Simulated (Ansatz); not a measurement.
Cost and result up the ladder for Sn₁₉H₂₉ (48 atoms). The state is a doublet with charge 0. Geometry: PBE-D4/def2-SVP.

```xyz
48

Sn   -0.117   -3.896   -0.306
Sn   -3.261   -1.181    2.100
Sn    3.428   -1.277    1.370
Sn    0.296    1.438    3.778
Sn    4.033   -4.075   -2.165
Sn    0.553   -2.212   -4.458
Sn    4.152    0.448   -2.757
Sn    0.105    0.832   -1.535
Sn   -4.344    2.077   -0.725
Sn   -0.772    4.707    0.956
Sn   -4.056    3.107    3.747
Sn    2.639   -3.750    0.267
Sn   -0.585   -0.306    1.716
Sn   -0.846   -1.790   -2.036
Sn   -4.832    1.141    1.883
Sn    2.687    0.820   -0.366
Sn   -1.315    3.730    3.538
Sn    3.319   -1.988   -3.924
Sn   -1.691    2.966   -1.062
H    -1.119   -3.964    1.109
H    -0.403   -5.365   -1.201
H    -3.468   -2.001    3.621
H    -3.687   -2.290    0.833
H     2.864   -1.026    2.992
H     5.170   -1.246    1.435
H     0.194    0.698    5.350
H     1.956    1.865    3.499
H     3.644   -5.622   -2.855
H     5.743   -4.061   -1.859
H     0.260   -3.785   -5.142
H     0.071   -1.030   -5.636
H     5.869    0.359   -2.490
H     3.858    1.769   -3.846
H    -4.636    0.795   -1.861
H    -5.423    3.378   -1.132
H     0.944    4.903    0.763
H    -1.496    6.268    0.717
H    -4.433    2.586    5.362
H    -4.978    4.551    3.450
H     3.058   -5.027    1.378
H     0.448   -1.738    1.760
H    -2.572   -1.762   -2.280
H    -6.527    0.792    2.086
H     3.017    2.369    0.363
H    -0.906    4.933    4.730
H     4.192   -2.213   -5.417
H    -1.658    3.877   -2.554
H     0.623    1.196   -3.194
```

Ansatz on 4 threads of AMD EPYC 7R13 on a shared host and a share (37 GiB) of an NVIDIA H100 80GB HBM3. Times are rough, and most runs start from the orbitals of an earlier one. PBE0-D4/def2-SVP serves as the yardstick here, not as an exact answer. Differences are given only for rows in sets of like size (and for xTB, whose basis is part of the method), since another set adds its own error. Binding counts from free atoms at the same level (Sn triplet, H doublet; other spins of the atoms weren't run), without zero-point energy or a counterpoise term.

In the def2 sets Sn takes a core potential; there is no spin–orbit coupling. Single mean-field runs in def2-SVP, def2-mTZVP are fitted with def2-universal-jkfit. Another isomer (doublet) lies 0.24 eV lower at PBE0-D4/def2-SVP; other spin states weren't run for this one.

| level | functions | wall time | binding energy per atom (eV) | difference from PBE0-D4/def2-SVP (eV) |
| --- | --- | --- | --- | --- |
| PBE-D4/def2-SVP (with forces) | 639 | 20 s | 2.40 | 0.01 |
| r2SCAN-D4/def2-SVP | 639 | 20 s | 2.40 | 0.01 |
| r2SCAN-D4/def2-mTZVP | 771 | 25 s | 2.37 | – |
| PBE0-D4/def2-SVP | 639 | 77 s | 2.39 | 0.00 |
